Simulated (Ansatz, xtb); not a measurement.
Relative energy of two isomers of C2H4BF

We compare X, `B/C=C\F`, a singlet, with Y, `B/C=C/F`, a singlet. Both are isolated molecules in the gas phase, relaxed with PBE-D3(BJ)/def2-SVP; the shapes shown needn't be the lowest conformers.

X (Å):

```xyz
8

C    -0.5944    0.5027   -1.5273
C     0.3908   -0.0855   -0.8047
B    -0.7494    2.0215   -1.7086
F     1.3410    0.5923   -0.1654
H     0.0388    2.7902   -1.1935
H    -1.6663    2.4661   -2.3731
H    -1.2936   -0.2169   -1.9866
H     0.5197   -1.1756   -0.6626
```

Y (Å):

```
atom    x (Å)    y (Å)    z (Å)
   C  -0.6251   0.4369  -1.3822
   C   0.4601   0.2217  -0.5998
   B  -0.7853   1.8070  -2.0463
   F   0.7023  -0.9280   0.0264
   H   0.0620   2.6632  -1.8555
   H  -1.7375   2.0600  -2.7589
   H  -1.3371  -0.3986  -1.4950
   H   1.2463   0.9743  -0.4054
```

Energies in hartree; the thermal terms are from PBE-D3(BJ)/def2-SVP harmonic frequencies (ideal gas, rigid rotor, one conformer each, 298.15 K, 1 atm) and include the zero-point energy:

```
                               X           Y
E, CCSD(T)/def2-TZVP  −202.938001  −202.942253
   zero-point energy     0.054230     0.054197
        H(298 K) − E     0.059893     0.059883
        G(298 K) − E     0.027455     0.027533
```

Problem. Work out ΔE, ΔE₀, ΔH and ΔG for X → Y in kcal/mol (1 Eh = 627.51 kcal/mol) and the equilibrium ratio [Y]/[X].

Solution. 1. ΔE = −202.942253 − (−202.938001) = −0.004252 Eh = −2.67 kcal/mol.
2. ΔE₀ = ΔE + ΔZPE = −0.004252 + (−0.000033) Eh = −2.69 kcal/mol.
3. ΔH = ΔE + (−0.000010) Eh = −2.67 kcal/mol.
4. ΔG = ΔE + (+0.000078) Eh = −2.62 kcal/mol, so ΔS = (ΔH − ΔG)/T = −0.8 J/(mol K).
5. kT = 0.9442 mEh, so K = [Y]/[X] = exp(−ΔG/kT) = exp(+4.42) ≈ 83.

Structure Y is favoured at this temperature. An error of 1 kcal/mol in ΔG would change K by a factor of 5.4. Mirror images and further conformers aren't counted.

As drawn, both hold the same kinds of bond in the same numbers.

Other levels gave ΔE = −1.5 (GFN2-xTB); −1.3 (HF/STO-3G, GFN2-xTB geometries); −1.8 (r2SCAN-D4/def2-SVP, GFN2-xTB geometries); −2.3 (PBE-D3(BJ)/def2-SVP); −2.6 (HF/def2-TZVP); −2.8 (MP2/def2-TZVP) kcal/mol. The correlated steps freeze 4 core orbitals. Programs: Ansatz 0.2.0, xtb 6.7.1.
